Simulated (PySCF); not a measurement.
C2H9NSi2, SMILES [SiH3][Si]N(C)C (connectivity only; charge and spin as stated), neutral, multiplicity 1.

Coordinates come from a ωB97X-D3(BJ)/def2-SVP optimisation. The values are those of a single conformer.

Level of theory: PBE/def2-TZVP (PySCF).

Gas-phase values at a fixed geometry.

| Quantity | Result |
|---|---|
| total energy | -714.91391 hartree |
| point group | Cs |
| highest occupied level | -4.89 eV |
| lowest empty level | -2.70 eV |
| orbital gap | 2.19 eV |
| dipole moment | 2.81 D |
| quadrupole, principal values (traceless, Buckingham form, about the centre of nuclear charge) | -4.19, 1.63, 2.57 D·Å |
| mean static polarisability | 102.7 bohr³ (15.21 Å³) |
| polarisability, principal values | 74.4, 101.3, 132.3 bohr³ |
